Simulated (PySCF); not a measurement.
Compound: C3H11PSi2.
Geometry (PBE0-D3(BJ)/def2-SVP, Å), atoms numbered from 1 in this order:
```
atom  x, y, z in Å
C1    -0.8095   -1.9923   -0.4834
C2    -0.8508   -0.6777    0.2819
Si3   -1.1630    0.9996   -0.5776
C4     0.0571    1.8597    0.6042
Si5    0.7244    0.1237    1.0108
P6     2.5284   -0.5181   -0.2031
H7    -1.7870   -2.2404   -0.9281
H8    -0.0798   -1.9556   -1.3082
H9    -0.5221   -2.8361    0.1643
H10   -1.5791   -0.7336    1.1149
H11   -2.5713    1.5075   -0.5707
H12   -0.6638    0.9939   -1.9888
H13    0.7520    2.6053    0.1939
H14   -0.4642    2.3030    1.4698
H15    1.0273   -0.1597    2.4504
H16    3.3125    0.6071    0.2012
H17    2.0540    0.1254   -1.3891
```

NICS is the negative of the GIAO shielding at a point without a nucleus: at the ring centre (0) and 1 Å above and below it (1); zz is the component along the ring normal. Level: GIAO B3LYP/pcSseg-1 (PySCF, non-relativistic, gas phase) on the PBE0-D3(BJ)/def2-SVP geometry, one conformer.

Ring bond lengths (Å): C2–Si3 1.910, Si3–C4 1.904, C4–Si5 1.904, Si5–C2 1.912.

**Question.** What do the NICS probes read (ppm)?

**Answer.** 
```csv
ring,type,NICS(0),"NICS(1), two faces","NICS(1)zz, two faces",rms pucker (Å),"centre to ring atoms, mean (Å)"
C2–Si3–C4–Si5,4-membered ring with 2 Si; formal bonds all single,-4.2,-2.5 / -2.8,0.9 / 2.1,0.14,1.34
```

**Question.** What can be read from them?

**Answer.** 
- C2–Si3–C4–Si5: mean NICS(1)zz 1.5 ppm, near zero. C2, Si3, C4, Si5 have four or more neighbours, so the value isn't read as a sign of a π ring current.

**Question.** What field does 7.05 T along the ring normal induce along that normal at the second NICS(1) probe listed for ring C2–Si3–C4–Si5, 1 Å off the ring?

**Answer.** NICSzz × B0 = 2.1 ppm × 7.05 T = 15 μT, along the applied field.

**Question.** List the ring angles.

**Answer.** 
- C2–Si3–C4–Si5: C2 86.5°, Si3 90.7°, C4 86.9°, Si5 90.7°; sum 354.7° against 360° for a flat convex ring.

**Question.** How shielded are the nuclei of the rings and their hydrogens (means over atoms taken as equivalent)?

**Answer.** 
```csv
atoms,environment,σ isotropic (ppm),"principal values of the symmetric part, first atom (ppm)"
C2,sp3 carbon bound to silicon,168.1,"146.0, 166.9, 191.3"
Si3,SiH2 silicon,364.2,"326.3, 350.3, 416.0"
C4,sp3 carbon bound to silicon,181.2,"167.2, 184.2, 192.2"
Si5,SiH silicon,335.4,"283.7, 341.6, 381.0"
H10,methine hydrogen,30.23,"26.1, 29.7, 34.9"
H11,Si–H hydrogen,26.58,"22.9, 24.3, 32.5"
H12,Si–H hydrogen,26.86,"24.4, 25.2, 30.9"
H13,methylene hydrogen,31.21,"26.5, 28.8, 38.4"
H14,methylene hydrogen,30.82,"26.9, 27.6, 37.9"
H15,Si–H hydrogen,26.16,"23.4, 23.8, 31.4"
```

**Question.** How do the values depend on the level or the medium?

**Answer.** 
```tsv
level	NICS(0), C2–Si3–C4–Si5	mean NICS(1)zz, C2–Si3–C4–Si5
B3LYP/pcSseg-1, gas	-4.2	1.5
PBE0/pcSseg-1, gas	-4.5	1.5
```

The geometry is the same throughout.
